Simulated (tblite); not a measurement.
C₆H₁₁NOSi.
Structure used (GFN2-xTB), in Å, numbered top down from 1:
```
atom  x, y, z in Å
C1    -1.5789   -1.2590   -0.4449
C2    -0.6811   -0.0178   -0.4106
C3    -1.5163    1.2497   -0.1690
C4    -2.4539    1.4667   -1.2368
N5    -3.1847    1.6246   -2.1021
C6     0.3317   -0.1869    0.7182
O7     0.1446    0.2827    1.8166
C8     1.5608   -0.9333    0.3535
Si9    2.8959    0.3402   -0.1819
H10   -0.9941   -2.1561   -0.6362
H11   -2.3257   -1.1585   -1.2298
H12   -2.0902   -1.3783    0.5085
H13   -0.1470    0.0676   -1.3628
H14   -2.0577    1.1528    0.7762
H15   -0.8600    2.1220   -0.0955
H16    1.3781   -1.6388   -0.4536
H17    1.9388   -1.4669    1.2241
H18    4.1077   -0.4205   -0.4816
H19    2.4173    1.0306   -1.3829
H20    3.1095    1.2899    0.9039
```

Calculated harmonic vibrations of the isolated species, GFN2-xTB (tblite), most abundant isotopes, no scaling. Errors from tens to a few hundred cm⁻¹ against measured bands are possible. Modes of hydrogen on silicon can be 10 to 20 % off. One conformer, not necessarily the lowest.

Harmonic wavenumbers (cm⁻¹): 34.9, 47.7, 69.3, 101.4, 124.4, 139.9, 203.6, 215.0, 269.4, 325.5, 381.3, 401.8, 509.9, 520.0, 540.5, 576.8, 668.4, 747.2, 759.5, 777.7, 786.0, 801.2, 855.5, 883.2, 931.8, 1006.5, 1041.3, 1058.2, 1067.0, 1121.5, 1140.2, 1163.9, 1189.8, 1246.3, 1280.9, 1326.2, 1410.6, 1424.4, 1444.6, 1493.6, 1495.5, 1741.1, 2256.1, 2288.3, 2323.9, 2410.8, 2939.1, 2958.5, 2974.1, 3005.7, 3010.7, 3032.3, 3032.8, 3039.3.

A = 2355, B = 680.6, C = 635.5 MHz; mass 141.061 u (most abundant isotopes); point group C1, symmetry number 1.

Task: Zero-point energy?

Result: Half the sum of the wavenumbers: 33298 cm⁻¹ = 398.33 kJ/mol.

Task: Give the ideal-gas entropy at 200 K and 1 bar in the rigid-rotor, harmonic-oscillator model (classical rotation).

Result: Translation 162.28, rotation 121.11, vibration 108.28: S = 391.7 J/(mol K).

Task: And Cp and H(200 K) − H(0)?

Result: Cp = 136.69 J/(mol K), of which vibrations give 103.44 (their classical limit is 54 R = 449.0); H(200 K) − H(0) = 17.80 kJ/mol without the zero-point energy, 11.15 from vibrations.

Task: How do the functions run with temperature in this model?

Result: 
```tsv
T (K)	S (J/(mol K))	Cp (J/(mol K))	H − H(0) (kJ/mol)	G − H(0) (kJ/mol)	ln q(vib)
50	260.1	65.8	2.39	-10.62	1.00
100	314.2	92.0	6.36	-25.05	2.82
298.15	454.7	181.9	33.44	-102.13	9.52
373.15	499.1	214.5	48.32	-137.91	11.87
500	568.6	261.2	78.60	-205.70	15.73
750	687.8	326.5	152.67	-363.20	22.87
1000	788.0	369.4	240.02	-548.03	29.39
```

q(vib) and H(0) count from the zero-point level.

Task: What must be added to the electronic energy to get the Gibbs energy at 200 K and 1 bar?

Result: ZPE + [H(200 K) − H(0)] − T·S = 398.33 + 17.80 − 78.33 = 337.80 kJ/mol.

Task: Blend soft modes into free rotors: weight 1/[1 + (100 cm⁻¹/ν̃)⁴] for the oscillator and the rest for a rotor with moment μB/(μ + B), μ = h/(8π²ν), B = 10⁻⁴⁴ kg m². What vibrational entropy results?

Result: 97.39 J/(mol K) in place of 108.28, which changes −T·S at 200 K by +2.18 kJ/mol.

Hindered rotation and anharmonicity are outside this model. Other conformers, if any are populated, would add a mixing term that is left out. The structure is chiral; the term R ln 2 for an equal mix with its mirror image is left out.

Hardware: an Intel Xeon 6975P-C with one thread, shared host with 192 logical CPUs at a one-minute load of 16. Cost: 0.68 s. The figure is for the frequency step alone.
